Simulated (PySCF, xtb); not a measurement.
B(CCH)(H)(OH) (C2H3BO), SMILES C#CBO. One conformer was computed; it need not be the lowest.

Harmonic wavenumbers (cm⁻¹) from GFN2-xTB run with xtb at its own minimum, in rising order: 174, 238, 472, 613, 672, 697, 807, 841, 985, 1114, 1317, 2216, 2508, 3360, 3625.

Q: What does B3LYP-D3(BJ)/def2-SVP (PySCF) give at its own minimum? (Estimate from the structure and the level; the computed values follow.)

A: 206, 267, 529, 643, 704, 775, 847, 930, 1028, 1193, 1409, 2176, 2581, 3460, 3853. Paired by order, the mean absolute difference is 69 cm⁻¹ and the zero-point energies are 28.1 and 29.5 kcal/mol.
